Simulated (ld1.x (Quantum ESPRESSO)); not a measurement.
## Which change was made? (Cr, PAW)

chromium (Cr), PAW, made with ld1.x (Quantum ESPRESSO) 7.5 (PBE, scalar-relativistic). Core [Ar], reference 3d4 4s2 4p0. Waves: 4s (bound): rcut 2.50, rcutus 3.20 bohr; 4s channel at 0.75 Ry: rcut 2.50, rcutus 3.20 bohr; 4p (bound, empty): rcut 3.00, rcutus 3.70 bohr; 4p channel at 1.8 Ry: rcut 3.00, rcutus 3.70 bohr; 3d (bound): rcut 1.35, rcutus 1.45 bohr; 3d channel at 2.35 Ry: rcut 1.35, rcutus 1.45 bohr. Local part: all-electron potential smoothed inside 2.15 bohr (lloc = -1). Core correction: Bessel-smoothed model core inside 1.25 bohr. Augmentation charge: PSQ, inside the norm-conserving radii.

Cutoffs, loose and tight: the cutoffs (Ry, on a coarse ladder) from which the occupation-weighted sum of valence levels, in a spherical-Bessel basis at the reference potential, stays within 10 and 1 mRy of its value at 400 Ry. They do not see the model core or the augmentation charge, which bear on the density cutoff. Test errors are all-electron minus pseudo excitation energies from the reference, over the configurations 3d5 4s1 4p0; 3d5 4s0 4p0; 3d4 4s0 4p0; 3d5.5 4s0.5 4p0; 3d2 4s0 4p0; 3d3 4s0 4p0; 3d6 4s0 4p0; variants that change the core or the reference have their own tests. The largest error is taken over the tests solved by every variant that gives reliable tests at all, those not shown here included: 3d4 4s0 4p0; 3d5 4s0 4p0; 3d5 4s1 4p0.

The base gives: outcome: generated; cutoff, loose: 50 Ry; cutoff, tight: 80 Ry; bound ghosts: none; largest test error (meV): -128.

(1) After one change the result is: outcome: generated; cutoff, loose: 30 Ry; cutoff, tight: 45 Ry; bound ghosts: none; largest test error (meV): -133. Which change was it?
A. waves 3d (bound): rcut 1.35, rcutus 2.08 bohr; 3d channel at 2.35 Ry: rcut 1.35, rcutus 2.08 bohr
B. reference 3d6 4s0 4p0
C. all radii but the core radius scaled by about 1.32 (s 4.22, p 4.88, d 1.92 bohr, rcut 3.30/3.96/1.78); local potential all-electron potential smoothed inside 2.84 bohr (lloc = -1)

Answers

(1) C. The others give: waves 3d (bound): rcut 1.35, rcutus 2.08 bohr; 3d channel at 2.35 Ry: rcut 1.35, rcutus 2.08 bohr → outcome: generated; cutoff, loose: 25 Ry; cutoff, tight: 35 Ry; bound ghosts: none; largest test error (meV): -130 | reference 3d6 4s0 4p0 → outcome: generated; cutoff, loose: 50 Ry; cutoff, tight: 80 Ry; bound ghosts: none; largest test error (meV): -3954.
